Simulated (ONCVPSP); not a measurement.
## PBE ONCV dataset for La, scalar-relativistic all-electron reference.

ONCVPSP 4.0.1 input, shortened (lines: element, Z, core and valence counts, functional; n l f; lmax; l rc ep ncon nbas qcut; lloc lpopt rc5 dvloc0; l nproj debl; icmod fcfact rcfact), PBE, scalar-relativistic:

```
  La 57.00    9    5        4      upf
    1    0    2.00
    2    0    2.00
    2    1    6.00
    3    0    2.00
    3    1    6.00
    3    2   10.00
    4    0    2.00
    4    1    6.00
    4    2   10.00
    5    0    2.00
    5    1    6.00
    5    2    1.00
    6    0    1.50
    6    1    0.50
    3
    0    2.80    0.00    5   10    3.40
    1    3.00    0.00    4    8    4.60
    2    2.95    0.00    3    8    3.90
    3    2.40    0.39    4    9    4.90
    4    2    1.90    1.00
    0    2    3.40
    1    2    1.00
    2    2    1.20
    3    2    2.30
    3    1.75    1.75
```

In the f channel the program set the typed energies aside and used -0.180, 2.120 Ha.

All-electron outer shells of the reference configuration (PBE, scalar-relativistic, ld1.x):

```json
{"shell": "4d", "level (eV)": "-104.42", "outermost node (bohr)": "0.32", "outermost maximum (bohr)": "0.68"}
{"shell": "5s", "level (eV)": "-39.49", "outermost node (bohr)": "0.77", "outermost maximum (bohr)": "1.41"}
{"shell": "5p", "level (eV)": "-22.96", "outermost node (bohr)": "0.83", "outermost maximum (bohr)": "1.58"}
{"shell": "6s", "level (eV)": "-3.99", "outermost node (bohr)": "1.86", "outermost maximum (bohr)": "3.79"}
{"shell": "5d", "level (eV)": "-3.54", "outermost node (bohr)": "0.95", "outermost maximum (bohr)": "2.21"}
{"shell": "6p", "level (eV)": "-1.61", "outermost node (bohr)": "2.20", "outermost maximum (bohr)": "4.93"}
```

Problem. Estimate the cutoffs (Ha) at which the residual kinetic energy of the hardest occupied pseudo-wave falls to 1 and 0.1 mHa per electron.

Solution. 5.4 Ha and 15 Ha. The cutoffs count occupied waves only; projector 2 of the f channel, the hardest unoccupied one, needs 77 Ha at the loose tolerance.

Problem. What does a ghost test show?

Solution. No bound ghost flagged but for a GHOST(-) flag that falls on a real empty level of the atom; GHOST(+) flagged for s at 13.2 eV.

Problem. Tests: 5s2 5p6 5d1 6s2 6p0; 5s2 5p6 5d1 6s1 6p0; 5s2 5p6 5d1 6s0 6p0; 5s2 5p6 5d1 6s0 6p2. Which has the largest error in its energy relative to the reference configuration, and how large is it?

Solution. 5s2 5p6 5d1 6s0 6p0, with -15 meV (all-electron minus pseudo) on +15.68 eV.
